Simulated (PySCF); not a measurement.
Gas-phase reaction: W2O6 + 4 HO2 = 2 WO2(OH)2 + 3 O2

Computed with PySCF and rigid-rotor harmonic-oscillator thermochemistry at 1 bar. † marks an energy on the PBE0/def2-TZVP geometry and frequencies; other levels use their own. CCSD(T) freezes the core. Open shells (unrestricted): HO2 (multiplicity 2), O2 (multiplicity 3); the rest are closed-shell singlets. B3LYP is the form with VWN-RPA correlation. W: scalar-relativistic def2 core potential, no spin-orbit coupling. No R ln 2 is added for the mirror-image form of WO2(OH)2. W2O6: computed as isolated molecules; such fragments, hydroxides, amides, oligomers or adducts are transient or little studied in the gas. CCSD(T) isn't extrapolated to the basis-set limit. The harmonic model lacks anharmonicity and excited electronic states, which grow with temperature; levels with a mode under 35 cm⁻¹ are left out. Soft modes under 120 cm⁻¹ make the harmonic entropy rough for W2O6. Warning, large T1 diagnostic: W2O6, WO2(OH)2 (CCSD(T)/def2-SVP†).

```json
[
 {"level": "B3LYP/def2-TZVP†", "ΔE electronic, kJ": "-692", "ΔH°(298 K), kJ": "-693", "ΔS°(298 K), J/K": "-22", "ΔG°(1000 K), kJ": "-684"},
 {"level": "BLYP/def2-TZVP†", "ΔE electronic, kJ": "-674", "ΔH°(298 K), kJ": "-675", "ΔS°(298 K), J/K": "-22", "ΔG°(1000 K), kJ": "-666"},
 {"level": "CCSD(T)/def2-SVP†", "ΔE electronic, kJ": "-719", "ΔH°(298 K), kJ": "-720", "ΔS°(298 K), J/K": "-22", "ΔG°(1000 K), kJ": "-711"},
 {"level": "PBE/def2-SVP", "ΔE electronic, kJ": "-712", "ΔH°(298 K), kJ": "-710", "ΔS°(298 K), J/K": "-15", "ΔG°(1000 K), kJ": "-707"},
 {"level": "PBE0/def2-QZVP†", "ΔE electronic, kJ": "-686", "ΔH°(298 K), kJ": "-687", "ΔS°(298 K), J/K": "-22", "ΔG°(1000 K), kJ": "-678"}
]
```
ΔH° is lowest at CCSD(T)/def2-SVP† and highest at BLYP/def2-TZVP†. No reference value is set beside these.
